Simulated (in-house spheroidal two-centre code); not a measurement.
Computed with a spheroidal two-centre code. Model: one electron and two fixed point charges, non-relativistic, separated in prolate spheroidal coordinates (energies exact to about nine digits).

With r1 and r2 the distances to the charges and R their separation, ξ = (r1 + r2)/R and η = (r1 − r2)/R; m is the angular momentum about the axis. The force apart is −d(total energy)/dR, and minima and barriers are those of the total energy. The separation constant A is the eigenvalue of −d/dη(1−η²)d/dη + m²/(1−η²) − p²η² − R(Z2−Z1)η, with p² = −E R²/2 and E the electronic energy.

Command:
```bash
python run_two.py task.json out
```
Settings:
```
Z1                     1
Z2                     2.55
xi_nodes               0
eta_nodes              1
m                      2
```

Cost of the run: 0.9 s on 1 thread of Intel(R) Xeon(R) Processor @ 2.30GHz (shared host).

**Energy curve, total energy includes the repulsion of the charges.**

Given: first charge 1; second charge 2.55; united atom label 4f delta; nodes in ξ 0; nodes in η 1.

Computed: united atom energy -0.39383 hartree.

```csv
distance (bohr),electronic energy (hartree),total energy (hartree),kinetic energy (hartree),force apart (hartree/bohr)
0.726,-0.393804413,3.11859228,0.39371,4.8379
1.3,-0.393597709,1.56794075,0.39271,1.5082
2.34,-0.391797067,0.697946523,0.38466,0.46265
4.2,-0.380640437,0.22650242,0.34357,0.13573
7.04,-0.348793073,0.0134228364,0.26238,0.039177
9.86,-0.316344127,-0.0577234374,0.21502,0.015953
12.7,-0.291582726,-0.0907953246,0.20002,0.0086002
15.5,-0.274815277,-0.110299148,0.19843,0.0056857
18.3,-0.263183479,-0.123839217,0.19922,0.0041193
21.1,-0.254749734,-0.133896653,0.2,0.0031328
23.9,-0.248370727,-0.141676167,0.20057,0.0024643
26.8,?,?,?,?
29.6,?,?,?,?
32.4,-0.235982214,-0.15727851,0.2016,0.0013678
39.8,-0.229636529,-0.165566177,0.20207,0.00091713
55,-0.222095134,-0.175731497,0.20256,0.0004878
76.1,-0.216724494,-0.183215952,0.20285,0.00025798
105,-0.212930654,-0.18864494,0.20301,0.0001368
```

(1) What belongs in the row 26.8?

(2) What belongs in the row 29.6?

**Where the electron sits, z along the axis from the midpoint, the separation constant A tends to l(l+1) at zero distance; at short distance the term in R(Z2−Z1)η can raise or lower it, and at long distance it falls (p² = -ER²/2).**

| distance (bohr) | mean z squared (bohr²) | mean squared distance from axis (bohr²) | separation constant | mean z towards second charge (bohr) |
| --- | --- | --- | --- | --- |
| 0.225 | 9.5216 | 19.044 | 11.997 | -1.9267e-05 |
| 0.405 | 9.5211 | 19.045 | 11.989 | -0.00011209 |
| 0.726 | 9.5203 | 19.051 | 11.965 | -0.00064057 |
| 1.3 | 9.527 | 19.095 | 11.89 | -0.0035791 |
| 2.34 | ? | ? | ? | ? |
| 4.2 | 10.069 | 21.497 | 10.948 | -0.064419 |
| 7.04 | 11.02 | 27.954 | 9.4674 | 0.12905 |
| 9.86 | 13.384 | 35.353 | 7.4684 | 1.0927 |
| 12.7 | 20.065 | 40.988 | 4.3848 | 2.7347 |
| 15.5 | 32.264 | 44.211 | -0.17019 | 4.5077 |
| 18.3 | 49.378 | 46.023 | -6.3798 | 6.1748 |
| 21.1 | 70.723 | 47.143 | -14.244 | 7.7415 |
| 23.9 | 96.045 | 47.898 | -23.744 | 9.2493 |
| 26.8 | 126.39 | 48.456 | -35.291 | 10.775 |
| 29.6 | 159.64 | 48.857 | -48.081 | 12.227 |
| 32.4 | 196.77 | 49.169 | -62.478 | 13.665 |
| 39.8 | ? | ? | ? | ? |
| 55 | 638.99 | 50.335 | -237.23 | 25.087 |
| 76.1 | 1281.6 | 50.732 | -494.2 | 35.666 |
| 105 | 2522.6 | 51.001 | -993.03 | 50.131 |

(3) What belongs in the row 2.34?

(4) What belongs in the row 39.8?

## Answers

(1) electronic energy (hartree): -0.243223462; total energy (hartree): -0.148074209; kinetic energy (hartree): 0.20101; force apart (hartree/bohr): 0.0019753.

(2) electronic energy (hartree): -0.239246623; total energy (hartree): -0.153097975; kinetic energy (hartree): 0.20134; force apart (hartree/bohr): 0.0016298.

(3) mean z squared (bohr²): 9.6146; mean squared distance from axis (bohr²): 19.434; separation constant: 11.65; mean z towards second charge (bohr): -0.018779.

(4) mean z squared (bohr²): 313.61; mean squared distance from axis (bohr²): 49.731; separation constant: -108.24; mean z towards second charge (bohr): 17.429.
